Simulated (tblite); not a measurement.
Species: C4H9ClO2Si2.
Structure used (GFN2-xTB), in Å, numbered top down from 1:
```
atom  x, y, z in Å
C1     2.5118    0.4589    0.0783
C2     1.0589    0.5924   -0.3005
O3     0.5585    1.6535   -0.6041
C4     0.2466   -0.6518   -0.2403
C5    -0.9336   -0.5373   -1.2133
Si6   -2.1619    0.6998   -0.4344
O7    -1.8053    0.3578    1.1610
Si8   -0.5443   -0.5747    1.5223
Cl9   -1.1268   -2.3974    2.1078
H10    2.9522    1.4394    0.2394
H11    2.6166   -0.1501    0.9727
H12    3.0426   -0.0356   -0.7341
H13    0.8621   -1.5347   -0.4154
H14   -0.5754   -0.2460   -2.2006
H15   -1.4112   -1.5139   -1.3162
H16   -1.9974    2.1257   -0.6098
H17   -3.5386    0.2253   -0.5691
H18    0.2364    0.0952    2.5447
```

All values are computed: GFN2-xTB (tblite) harmonic vibrations without scaling, gas phase. Against measured fundamentals such values can be off by several per cent, at times by over 20. Modes of hydrogen on silicon can be 10 to 20 % off. One conformer, not necessarily the lowest.

Harmonic wavenumbers (cm⁻¹): 52.7, 82.0, 92.6, 107.9, 123.0, 141.2, 226.7, 273.5, 318.6, 365.5, 439.1, 490.1, 510.4, 558.0, 580.6, 589.7, 615.7, 652.3, 662.1, 705.2, 743.9, 753.7, 779.5, 808.7, 886.2, 966.1, 973.3, 989.9, 1044.5, 1075.5, 1147.8, 1159.7, 1221.1, 1298.1, 1368.6, 1454.5, 1461.9, 1469.9, 1725.5, 2273.2, 2365.3, 2415.1, 2961.4, 2969.7, 2994.3, 3016.9, 3036.8, 3052.8.

A = 1373, B = 892.1, C = 648.2 MHz; mass 179.983 u (most abundant isotopes); point group C1, symmetry number 1.

Task: What is the zero-point energy?

Result: Half the sum of the wavenumbers: 27000 cm⁻¹ = 77.20 kcal/mol.

Task: Entropy at 200 K, 1 bar (ideal gas, RRHO, classical rotation)?

Result: Translation 39.51, rotation 29.19, vibration 22.22: S = 90.9 cal/(mol K).

Task: And Cp and H(200 K) − H(0)?

Result: Cp = 32.15 cal/(mol K), of which vibrations give 24.20 (their classical limit is 48 R = 95.4); H(200 K) − H(0) = 4.03 kcal/mol without the zero-point energy, 2.44 from vibrations.

Task: Blend soft modes into free rotors: weight 1/[1 + (100 cm⁻¹/ν̃)⁴] for the oscillator and the rest for a rotor with moment μB/(μ + B), μ = h/(8π²ν), B = 10⁻⁴⁴ kg m². What vibrational entropy results?

Result: 20.97 cal/(mol K) in place of 22.22, which changes −T·S at 200 K by +0.25 kcal/mol.

Task: Which modes carry the vibrational entropy at 200 K?

Result: 52.7 cm⁻¹: 3.93; 82.0 cm⁻¹: 3.06; 92.6 cm⁻¹: 2.83; 107.9 cm⁻¹: 2.54; 123.0 cm⁻¹: 2.29; 141.2 cm⁻¹: 2.04 cal/(mol K); the other 42 give 5.52 together.

Task: How do the functions run with temperature in this model?

Result: 
| T (K) | S (cal/(mol K)) | Cp (cal/(mol K)) | H − H(0) (kcal/mol) | G − H(0) (kcal/mol) | ln q(vib) |
| --- | --- | --- | --- | --- | --- |
| 150 | 82.6 | 26.2 | 2.57 | -9.81 | 3.50 |
| 250 | 98.7 | 38.1 | 5.79 | -18.90 | 6.57 |
| 298.15 | 105.9 | 43.5 | 7.76 | -23.82 | 8.04 |
| 400 | 120.1 | 53.4 | 12.71 | -35.35 | 11.12 |
| 600 | 144.6 | 67.0 | 24.85 | -61.89 | 16.94 |
| 900 | 174.3 | 79.4 | 46.98 | -109.90 | 24.86 |

q(vib) and H(0) count from the zero-point level.

Task: What must be added to the electronic energy to get the Gibbs energy at 200 K and 1 bar?

Result: ZPE + [H(200 K) − H(0)] − T·S = 77.20 + 4.03 − 18.18 = 63.05 kcal/mol.

Hindered rotation and anharmonicity are outside this model. Other conformers, if any are populated, would add a mixing term that is left out. The structure is chiral; the term R ln 2 for an equal mix with its mirror image is left out.
